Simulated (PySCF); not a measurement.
A structure optimised at B3LYP-D3(BJ)/def2-TZVP, used in a PySCF frequency run:

```xyz
5

Cd     0.4002    -0.6021    -0.1486
O      1.3836    -2.2587    -0.6428
H      2.1472    -2.4228    -0.0793
Se    -0.9014     1.4321     0.3264
H     -1.7779     0.7011     1.2579
```

Question: Write its SMILES and formula.

Answer: [OH][Cd][SeH], CdH2OSe

Question: What are its rotational constants (standard atomic weights)?

Answer: 172.51, 1.1808, 1.1770 GHz
